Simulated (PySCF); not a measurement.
Cartesian coordinates (Å):
```xyz
7

C     -0.7129    -0.0130     0.0954
C      0.7510     0.1303    -0.1774
O      1.2504     1.0496    -0.8341
S      1.9353    -0.9911     0.4050
H     -1.0676    -0.9808    -0.2874
H     -1.2677     0.8047    -0.3824
H     -0.8886     0.0003     1.1809
```
Charge 0, spin multiplicity 2.

**Question.** What total energy, dipole moment and highest occupied spin orbital does PBE-D3(BJ)/def2-TZVP (PySCF 2.14.0) give?

**Answer.** 
| Quantity | Value |
|---|---|
| total energy | -551.1314 Ha |
| dipole moment | 2.72 D |
| highest occupied spin orbital | -6.40 eV |
